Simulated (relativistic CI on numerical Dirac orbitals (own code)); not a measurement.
**L2,3 absorption of manganese in several valence states**

Computed multiplet spectra 2p⁶3dⁿ → 2p⁵3dⁿ⁺¹ (Dirac-Coulomb-Breit ions, Slater integrals scaled by 0.8, an assumed crystal field that grows with the charge, no charge transfer; 300 K; Lorentzian 0.4 eV and Gaussian 0.3 eV FWHM at both edges, so that L2 comes out sharper than in experiment). Peaks over 5 % are given in eV from the highest peak in the L3 region of each spectrum (height, largest 100). S of the lowest state is read from ⟨S²⟩, and the branching ratio is the share of L3, cut at the minimum between the edges.

Field parameters in Wybourne normalisation: Oh B⁴₀ = 21Dq, B⁴₄ = √(5/14) B⁴₀. The field is a parameter set, without covalency.

- Mn²⁺ (d5, Oh, 10Dq = 9950 cm⁻¹): S = 2.50, high spin, branching ratio 0.76; peaks -1.4 (28), 0.0 (100), 1.4 (29), 3.4 (10), 9.6 (15), 11.2 (19), 12.2 (17)
- Mn³⁺ (d4, Oh, 10Dq = 12850 cm⁻¹): S = 2.00, high spin, branching ratio 0.65; peaks -4.1 (6), -1.7 (44), -1.0 (46), 0.0 (100), 1.5 (65), 6.7 (24), 7.9 (34), 8.7 (31), 10.7 (31), 11.6 (42), 12.6 (18)
- Mn⁴⁺ (d3, Oh, 10Dq = 15750 cm⁻¹): S = 1.50, branching ratio 0.58; peaks -1.7 (57), 0.0 (100), 1.0 (90), 3.2 (23), 4.5 (13), 7.6 (27), 8.9 (89), 10.3 (41), 11.3 (68)
- Mn⁵⁺ (d2, Oh, 10Dq = 18650 cm⁻¹): S = 1.00, branching ratio 0.58; peaks -5.6 (5), -5.0 (6), -2.3 (26), -1.4 (24), 0.0 (100), 2.1 (36), 3.2 (18), 4.8 (25), 7.2 (23), 7.7 (21), 8.8 (57), 10.4 (47), 11.5 (54), 13.7 (6)

The centroid of the whole edge, which also moves with the branching ratio, lies at 645.3 (Mn²⁺), 648.6 (Mn³⁺), 652.9 (Mn⁴⁺), 657.6 (Mn⁵⁺) eV in this ionic model, in steps of 3.3 to 4.7 eV. Compounds show about 1 to 2 eV a unit and lower energies for the high valences, since ligands screen the charge. The multiplet shape follows the d count and the spin state, and so serves as a fingerprint of valence.
